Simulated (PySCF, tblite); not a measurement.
Species: C6H6F3PS.
Numbering: `[F:1][C:2]([F:3])=[C:4]([F:5])[P@:6]1(=[S:7])[CH:8]=[CH:9][CH2:10][CH2:11]1` (hydrogens: H12 on C8; H13 on C9; H14, H15 on C10; H16, H17 on C11)

Computed geometry: GFN2-xTB, gas phase.

**Question.** What internal coordinates does the optimisation give?

**Answer.** 
```json
{"bond": "F1–C2", "length (Å)": "1.319", "order": "single"}
{"bond": "C2–F3", "length (Å)": "1.326", "order": "single"}
{"bond": "C2=C4", "length (Å)": "1.327", "order": "double"}
{"bond": "C4–F5", "length (Å)": "1.341", "order": "single"}
{"bond": "C4–P6", "length (Å)": "1.851", "order": "single"}
{"bond": "P6=S7", "length (Å)": "1.931", "order": "double"}
{"bond": "P6–C8", "length (Å)": "1.813", "order": "single"}
{"bond": "C8=C9", "length (Å)": "1.328", "order": "double"}
{"bond": "C9–C10", "length (Å)": "1.498", "order": "single"}
{"bond": "C10–C11", "length (Å)": "1.532", "order": "single"}
{"bond": "P6–C11", "length (Å)": "1.846", "order": "single"}
{"bond": "C8–H12", "length (Å)": "1.077", "order": "single"}
{"bond": "C9–H13", "length (Å)": "1.080", "order": "single"}
{"bond": "C10–H14", "length (Å)": "1.091", "order": "single"}
{"bond": "C10–H15", "length (Å)": "1.094", "order": "single"}
{"bond": "C11–H16", "length (Å)": "1.091", "order": "single"}
{"bond": "C11–H17", "length (Å)": "1.094", "order": "single"}
```

Orders are formal, as drawn. A selection of angles:
```json
{"angle": "F1–C2–F3", "degrees": "111.3"}
{"angle": "F1–C2–C4", "degrees": "128.3"}
{"angle": "F3–C2–C4", "degrees": "120.3"}
{"angle": "C2–C4–F5", "degrees": "121.3"}
{"angle": "C2–C4–P6", "degrees": "120.5"}
{"angle": "F5–C4–P6", "degrees": "117.8"}
{"angle": "C4–P6–S7", "degrees": "112.6"}
{"angle": "C4–P6–C8", "degrees": "103.9"}
{"angle": "C4–P6–C11", "degrees": "102.4"}
{"angle": "S7–P6–C8", "degrees": "121.6"}
{"angle": "S7–P6–C11", "degrees": "120.2"}
{"angle": "C8–P6–C11", "degrees": "92.7"}
{"angle": "P6–C8–C9", "degrees": "110.9"}
{"angle": "P6–C8–H12", "degrees": "122.7"}
{"angle": "C9–C8–H12", "degrees": "126.3"}
{"angle": "C8–C9–C10", "degrees": "118.0"}
{"angle": "C8–C9–H13", "degrees": "123.4"}
{"angle": "C10–C9–H13", "degrees": "118.6"}
{"angle": "C9–C10–C11", "degrees": "108.4"}
{"angle": "C9–C10–H14", "degrees": "110.7"}
{"angle": "C9–C10–H15", "degrees": "108.4"}
{"angle": "C11–C10–H14", "degrees": "111.3"}
{"angle": "C11–C10–H15", "degrees": "110.8"}
{"angle": "H14–C10–H15", "degrees": "107.2"}
{"angle": "C10–C11–H16", "degrees": "113.5"}
{"angle": "C10–C11–H17", "degrees": "111.2"}
{"angle": "P6–C11–C10", "degrees": "106.0"}
{"angle": "P6–C11–H16", "degrees": "111.9"}
{"angle": "P6–C11–H17", "degrees": "106.0"}
{"angle": "H16–C11–H17", "degrees": "108.0"}
```

Torsions: F1–C2–C4–F5 -3° (synperiplanar); C2–C4–P6–S7 75° (synclinal); C4–P6–C8–C9 -95° (anticlinal); P6–C8–C9–C10 3° (synperiplanar); C8–C9–C10–C11 -16° (synperiplanar); C9–C10–C11–P6 20° (synperiplanar); C4–P6–C11–C10 88° (synclinal).

P6 (phosphorus bonded to 3 C and S) has angles from 92.7° to 121.6°. The 3 C–P bonds span 1.813 Å (P6–C8, drawn single) to 1.851 Å (C4–P6, drawn single), a spread of 0.038 Å. Of the pairs four or more bonds apart, F3···C8 is among the closest relative to their van der Waals radii: 3.01 Å, 95 % of the sum of Bondi's values. The 5-membered ring P6–C8–C9–C10–C11 has internal angles of 92.7° to 118.0°; it is puckered, 0.09 Å rms from its mean plane, widest ring torsion 20°. The C–C distances run from 1.327 Å (C2=C4, drawn double) to 1.532 Å (C10–C11, drawn single), a spread of 0.205 Å. The 3 C–F bonds span 1.319 Å (F1–C2, drawn single) to 1.341 Å (C4–F5, drawn single), a spread of 0.022 Å.

Point group: C1 (no symmetry element, even within 0.4 Å). Its GFN2-xTB frequencies are all real (lowest 33 cm⁻¹). One conformer, not necessarily the lowest. 3 starts were optimised and ended at 0.00, 0.00 and 0.63 kcal/mol (GFN2-xTB); the lowest of these is shown.
